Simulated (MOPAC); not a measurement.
MOPAC input (MNDO):

```
MNDO 1SCF UHF MS=0.5 GEO-OK AUX(PRECISION=9) THREADS=1
ORb

Rb   -0.00000000 1   -0.00000000 1   -0.41833200 1
O     0.00000000 1    0.00000000 1    1.93478400 1
```

From the output:

```
                                                       MOPAC v23.2.5 Linux

          FINAL HEAT OF FORMATION =         -1.88454 KCAL/MOL =      -7.88493 KJ/MOL

          COSMO AREA              =        182.47 SQUARE ANGSTROMS
          COSMO VOLUME            =        229.53 CUBIC ANGSTROMS

          IONIZATION POTENTIAL    =          6.917830 EV
          ALPHA SOMO LUMO (EV)    =         -7.821  2.253
          BETA  SOMO LUMO (EV)    =         -6.918  2.230
          NO. OF ALPHA ELECTRONS  =          4
          NO. OF BETA  ELECTRONS  =          3
          MOLECULAR WEIGHT        =        101.4672         POINT GROUP:  C*v

          MOLECULAR DIMENSIONS (Angstroms)

            Atom       Atom       Distance
            O     2   Rb     1     2.35312
            O     2   Rb     1     0.00000
           Rb     1    O     2     0.00000

          SCF CALCULATIONS        =          1

   ATOM   CHEMICAL          X               Y               Z
  NUMBER   SYMBOL      (ANGSTROMS)     (ANGSTROMS)     (ANGSTROMS)

     1      Rb         -0.00000000  *  -0.00000000  *  -0.41833200  *
     2       O          0.00000000  *   0.00000000  *   1.93478400  *

                             CARTESIAN COORDINATES

   1   Rb       -0.000000000    -0.000000000    -0.418332000
   2    O        0.000000000     0.000000000     1.934784000

           Empirical Formula: O Rb  =     2 atoms

      MOLECULAR POINT GROUP   :   C*v

          ALPHA EIGENVALUES
 -31.32981  -9.45538  -7.82074  -7.82074   2.25323   2.57554   2.57554   3.84558

           BETA EIGENVALUES
 -27.34779  -6.91783  -6.91783   2.23023   2.54379   2.54379   3.93007   5.14049

              NET ATOMIC CHARGES AND DIPOLE CONTRIBUTIONS

  ATOM NO.   TYPE          CHARGE      No. of ELECS.   s-Pop       p-Pop
    1         Rb           0.806517        0.1935     0.00123     0.19225
    2          O          -0.806517        6.8065     1.93921     4.86731
 DIPOLE           X         Y         Z       TOTAL
 POINT-CHG.     0.000     0.000    -9.116     9.116
 HYBRID        -0.000    -0.000     0.063     0.063
 SUM           -0.000    -0.000    -9.052     9.052

          ATOMIC ORBITAL ELECTRON POPULATIONS

     Atom    s        px        py        pz
    1 Rb   0.00123   0.06605   0.06605   0.06014
    2  O   1.93921   1.93395   1.93395   0.99942

                    (SZ)    =    0.500000
                    (S**2)  =    0.753117

          ATOMIC ORBITAL SPIN POPULATIONS

    Atom   Total    s     px     py     pz
         Atomic
    1 Rb -0.0326  0.001 -0.012 -0.012 -0.009
    2  O  1.0326  0.010  0.012  0.012  0.998

 **********************
 *                    *
 * JOB ENDED NORMALLY *
 *                    *
 **********************

 == MOPAC DONE ==
```

The geometry given is a B3LYP-D3(BJ)/def2-TZVP minimum.
